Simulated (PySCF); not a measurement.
Basis and Hamiltonian dependence of the ionisation energy of Ag²⁺

Ag²⁺ [Kr] 4d9 (2D) → Ag³⁺ [Kr] 4d8 (3F). All values are computed (PySCF 2.14, energy differences of UHF-based or UKS calculations, no spin-orbit coupling). Values in eV.

```json
{"basis": "def2-SVP with the def2 core potential (28 electrons)", "Hamiltonian": "ECP", "functions": "31", "UHF": "33.536", "PBE": "n/a", "PBE0": "35.294", "MP2 (valence)": "34.590", "CCSD(T) (valence)": "n/a", "CCSD(T) (valence and next inner shell)": "n/a"}
{"basis": "x2c-SVPall", "Hamiltonian": "spin-free X2C", "functions": "53", "UHF": "33.012", "PBE": "n/a", "PBE0": "34.961", "MP2 (valence)": "34.415", "CCSD(T) (valence)": "n/a", "CCSD(T) (valence and next inner shell)": "n/a"}
{"basis": "aug-cc-pVDZ-PP with ECP28MDF", "Hamiltonian": "ECP", "functions": "54", "UHF": "32.915", "PBE": "34.888", "PBE0": "34.729", "MP2 (valence)": "34.575", "CCSD(T) (valence)": "34.433", "CCSD(T) (valence and next inner shell)": "n/a"}
{"basis": "def2-TZVPPD with the def2 core potential (28 electrons)", "Hamiltonian": "ECP", "functions": "56", "UHF": "32.980", "PBE": "34.977", "PBE0": "34.815", "MP2 (valence)": "34.833", "CCSD(T) (valence)": "34.654", "CCSD(T) (valence and next inner shell)": "34.544"}
{"basis": "cc-pVTZ-PP with ECP28MDF", "Hamiltonian": "ECP", "functions": "63", "UHF": "32.888", "PBE": "n/a", "PBE0": "34.728", "MP2 (valence)": "34.766", "CCSD(T) (valence)": "n/a", "CCSD(T) (valence and next inner shell)": "n/a"}
{"basis": "ANO-RCC-VTZP", "Hamiltonian": "spin-free X2C", "functions": "68", "UHF": "32.982", "PBE": "35.139", "PBE0": "34.926", "MP2 (valence)": "34.670", "CCSD(T) (valence)": "34.556", "CCSD(T) (valence and next inner shell)": "34.554"}
{"basis": "aug-cc-pwCVDZ-PP with ECP28MDF", "Hamiltonian": "ECP", "functions": "70", "UHF": "32.868", "PBE": "34.873", "PBE0": "34.707", "MP2 (valence)": "34.681", "CCSD(T) (valence)": "34.486", "CCSD(T) (valence and next inner shell)": "34.314"}
{"basis": "x2c-TZVPPall", "Hamiltonian": "spin-free X2C", "functions": "79", "UHF": "32.957", "PBE": "35.117", "PBE0": "34.913", "MP2 (valence)": "34.821", "CCSD(T) (valence)": "34.639", "CCSD(T) (valence and next inner shell)": "34.584"}
{"basis": "aug-cc-pVTZ-PP with ECP28MDF", "Hamiltonian": "ECP", "functions": "88", "UHF": "32.889", "PBE": "34.898", "PBE0": "34.730", "MP2 (valence)": "34.835", "CCSD(T) (valence)": "34.654", "CCSD(T) (valence and next inner shell)": "n/a"}
{"basis": "def2-QZVPPD with the def2 core potential (28 electrons)", "Hamiltonian": "ECP", "functions": "88", "UHF": "32.974", "PBE": "34.985", "PBE0": "34.818", "MP2 (valence)": "34.937", "CCSD(T) (valence)": "34.743", "CCSD(T) (valence and next inner shell)": "34.641"}
{"basis": "x2c-TZVPPall with one added diffuse shell each of s, p, d, f type", "Hamiltonian": "spin-free X2C", "functions": "95", "UHF": "32.959", "PBE": "35.118", "PBE0": "34.914", "MP2 (valence)": "34.837", "CCSD(T) (valence)": "34.657", "CCSD(T) (valence and next inner shell)": "34.605"}
{"basis": "aug-cc-pVTZ-PP with one added diffuse shell each of s, p, d, f, g type with ECP28MDF", "Hamiltonian": "ECP", "functions": "113", "UHF": "32.889", "PBE": "34.898", "PBE0": "34.730", "MP2 (valence)": "34.838", "CCSD(T) (valence)": "n/a", "CCSD(T) (valence and next inner shell)": "n/a"}
{"basis": "x2c-QZVPPall", "Hamiltonian": "spin-free X2C", "functions": "118", "UHF": "32.948", "PBE": "35.105", "PBE0": "34.901", "MP2 (valence)": "34.898", "CCSD(T) (valence)": "34.713", "CCSD(T) (valence and next inner shell)": "n/a"}
{"basis": "aug-cc-pwCVQZ-PP with ECP28MDF", "Hamiltonian": "ECP", "functions": "180", "UHF": "32.868", "PBE": "n/a", "PBE0": "n/a", "MP2 (valence)": "n/a", "CCSD(T) (valence)": "n/a", "CCSD(T) (valence and next inner shell)": "n/a"}
```

Frozen in the all-electron rows: valence: [Kr]; valence and next inner shell: [Ar] 3d10; with a core potential, the same shells as far as they lie outside it.

At UHF, def2-SVP with the def2 core potential (28 electrons) lies more than 0.3 eV from the median of the rows with comparable relativity. Sets contracted for the neutral atom can be stiff in a shell that they treat as core.

Between the lowest levels the reference is 34.8 ± 0.3 eV (semi-empirical (NIST evaluation); NIST Atomic Spectra Database, ionization energies); it includes spin-orbit coupling, which these numbers lack.
